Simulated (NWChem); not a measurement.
Species: CdSiH$_{3}$I; SMILES [SiH3][Cd][I]

Computed with NWChem. All runs use the structure optimised with PBE0/def2-SVP. def2 effective core potentials on Cd, I; no spin-orbit coupling. Level r2SCAN/def2-SVP: energy and gradient on several grids; changes count from the extra-fine grid, which is no exact limit either.

Question: Which is the coarsest grid (xfine; fine; medium; xcoarse; coarse) from which on the energy stays within 500 μHa and each gradient component within 500 μHa/bohr of xfine?

Answer: coarse.
| grid | size of the energy change (μHa) | largest change of a gradient component (μHa/bohr) |
|---|---|---|
| xcoarse | 200 | 3000 |
| coarse | 70 | 100 |
| medium | 10 | 70 |
| fine | < 10 | < 30 |
| xfine | < 10 | < 30 |
